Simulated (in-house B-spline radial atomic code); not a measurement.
The numbers below are computed, except where a source is named.
Making a Troullier-Martins d channel for Co, r_c = 1.75 bohr

Co, [Ar] 3d7 4s2, non-relativistic PBE, spherical and spin-unpolarised, from a B-spline radial code for spherical atoms (atomic units). The all-electron 3d level is ε = -0.312732 hartree and its outer maximum at 0.67 bohr.

Inside r_c the pseudo-orbital is u(r) = r^3 exp(p(r)), with p = c0 + c2 r² + c4 r⁴ + … + c12 r¹². The seven coefficients follow from p and its first four derivatives at r_c, from zero curvature of the screened potential at the origin, c4 = −c2²/(2l + 5), and from the norm inside r_c. At r_c the all-electron orbital has P = 0.4565463, P' = -0.3897807, the screened potential V = -0.928839, V' = 1.227745, V'' = -2.560141, and the norm inside is Q = 0.8763134.

Q: What are p, p' and p'' at r_c?

A: p = ln(P/r_c^3) = ln(0.4565463/5.35938) = -2.46291. p' = P'/P − 3/r_c = -0.85376 − 1.71429 = -2.56805. The radial equation gives p'' = 2(V − ε) − 2(3) p'/r_c − p'² = -1.23221 − (-8.80473) − 6.59486 = 0.97766. Differentiating, p''' = 2V' + 2(3)p'/r_c² − 2(3)p''/r_c − 2p'p'' = -0.90642, and p'''' = 2V'' − 4(3)p'/r_c³ + 4(3)p''/r_c² − 2(3)p'''/r_c − 2p''² − 2p'p''' = 1.0012.

For a trial c2 the five matching conditions are linear in c0, c6, c8, c10 and c12, and c2 is varied until the norm inside r_c equals Q. The root nearest zero gives:

```csv
n,c_n
0,2.293748
2,-2.321434
4,-0.5987841
6,0.8776324
8,-0.3412034
10,0.05984092
12,-0.004056226
```

Q: Check c4 and p(r_c), and find the screened pseudopotential at the origin.

A: −c2²/9 = -0.598784, as listed. The terms c_n r_c^n are 2.29375, -7.10939, -5.61594, 25.20815, -30.01358, 16.12051, -3.34641, which sum to -2.46291. Inverting the radial equation, V_l(r) = ε + 3 p'/r + (p'' + p'²)/2, so V_l(0) = ε + (2l + 3) c2 = -0.312732 + 7 × (-2.32143) = -16.5628 hartree, finite where the all-electron potential diverges.

Orbitals and screened potentials:

```json
{"r (bohr)": "0.175", "P": "0.2549", "u": "0.04945", "V all-electron": "-90.06", "V pseudo": "-16.53"}
{"r (bohr)": "0.438", "P": "0.8271", "u": "0.5249", "V all-electron": "-20.38", "V pseudo": "-15.36"}
{"r (bohr)": "0.7", "P": "0.9547", "u": "1.028", "V all-electron": "-8.052", "V pseudo": "-10.99"}
{"r (bohr)": "0.963", "P": "0.8553", "u": "0.9989", "V all-electron": "-3.872", "V pseudo": "-4.959"}
{"r (bohr)": "1.225", "P": "0.708", "u": "0.7521", "V all-electron": "-2.174", "V pseudo": "-1.383"}
{"r (bohr)": "1.488", "P": "0.5705", "u": "0.5729", "V all-electron": "-1.362", "V pseudo": "-0.8961"}
{"r (bohr)": "1.75", "P": "0.4565", "u": "0.4565", "V all-electron": "-0.9288", "V pseudo": "-0.9288"}
```

Logarithmic derivatives P'/P at R = 2.05 bohr, for energies E around ε:

```tsv
E − ε (hartree)	all-electron	pseudo
-0.5	1.10341	1.13697
-0.25	0.648046	0.673587
-0.1	0.0708206	0.0821218
0	-0.848229	-0.848233
0.1	-4.99194	-4.72438
0.25	4.61361	5.28427
0.5	1.95701	2.19475
```
